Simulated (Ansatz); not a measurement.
Start from `CO[SiH2]S[SiH3]` and change one atom or group to get `CO[SiH2]SC`.

Ansatz, PBE0-D4/def2-TZVP geometries, multiplicity 1. Each molecule was computed in one conformer, which needn't be the lowest.

```tsv
property	`CO[SiH2]S[SiH3]`
HOMO–LUMO gap (B3LYP/def2-TZVPP) / eV	7.13
ideal-gas entropy at 298 K and 1 bar (rigid rotor, harmonic PBE0-D4/def2-TZVP) / J/(mol·K)	394
LUMO energy (PBE/def2-TZVPP) / eV	-0.93
LUMO energy (PBE0/def2-TZVPP) / eV	-0.07
size of the dipole moment (PBE/def2-TZVPP) / D	1.46
HOMO energy (PBE0/def2-TZVPP) / eV	-7.64
```

Task: Give the same properties after the change, and the shifts. (Estimate.)

Result: The calculation gave: 
```json
{"property": "HOMO–LUMO gap (B3LYP/def2-TZVPP) / eV", "`CO[SiH2]SC`": "6.98", "shift": "-0.15"}
{"property": "ideal-gas entropy at 298 K and 1 bar (rigid rotor, harmonic PBE0-D4/def2-TZVP) / J/(mol·K)", "`CO[SiH2]SC`": "381", "shift": "-13"}
{"property": "LUMO energy (PBE/def2-TZVPP) / eV", "`CO[SiH2]SC`": "-0.52", "shift": "0.41"}
{"property": "LUMO energy (PBE0/def2-TZVPP) / eV", "`CO[SiH2]SC`": "0.41", "shift": "0.48"}
{"property": "size of the dipole moment (PBE/def2-TZVPP) / D", "`CO[SiH2]SC`": "1.21", "shift": "-0.25"}
{"property": "HOMO energy (PBE0/def2-TZVPP) / eV", "`CO[SiH2]SC`": "-7.06", "shift": "0.58"}
```

With PBE0 the HOMO rises by 0.58 eV and the LUMO rises by 0.48 eV, so the gap narrows by about 0.10 eV. PBE moves the HOMO by 0.59 eV and ωB97M-V by 0.55 eV. Dipoles are sizes alone; their direction can turn. Modes under 60 cm⁻¹, often nearly free rotors, make the harmonic entropy too high.

B3LYP here is the variant with VWN-RPA as its local correlation; programs differ in this.
